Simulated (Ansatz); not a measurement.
Harmonic frequencies (cm⁻¹) at PBE0-D4/def2-TZVP from Ansatz: 96, 103, 446, 640, 656, 897, 952, 1109, 1335, 1589, 2406, 2662.

Each molecule was computed in one conformer, which needn't be the lowest.

Q: Which molecule is it?
A. `N=C1OB1F`
B. `O=C=NBF`
C. `NB(N)Br`
D. `CBO`

A: B.
